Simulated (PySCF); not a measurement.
Zn(Me) (CH₃Zn), SMILES [CH3][Zn+], charge +1.

Coordinates come from a B3LYP-D3(BJ)/def2-TZVP optimisation. The multiplicity is an assumed one; other spin states were not compared. The isomer is the one that the SMILES or the coordinates give; other isomers of the formula were not compared.

Two levels are set side by side: TDA-PBE/def2-TZVPD (PySCF) and TDA-CAM-B3LYP/def2-TZVPD (PySCF). Vertical, same geometry. The lowest singlet is HOMO−2→LUMO 100 % with PBE and HOMO→LUMO 91 % with the other functional; states are paired by order. Differences are taken from unrounded values.

| quantity | TDA-CAM-B3LYP |
|---|---|
| lowest singlet excitation (eV) | 5.76 |
| lowest triplet excitation (TDA) (eV) | 2.66 |
| first bright state (f over 0.05) (eV) | 5.76 |
| its oscillator strength | 0.65 |

Q: What does TDA-PBE give, and how far is it from TDA-CAM-B3LYP? (An estimate is asked for; the answer gives what the named calculation found.)

A: 
| quantity | TDA-PBE | TDA-PBE minus TDA-CAM-B3LYP |
|---|---|---|
| lowest singlet excitation (eV) | 5.89 | 0.12 |
| lowest triplet excitation (TDA) (eV) | 2.92 | 0.25 |
| first bright state (f over 0.05) (eV) | 5.95 | 0.19 |
| its oscillator strength | 0.60 | -0.05 |

Rough cost on one machine, each run with all the roots and properties that it gave: TDA-CAM-B3LYP against TDA-PBE about 3 times.
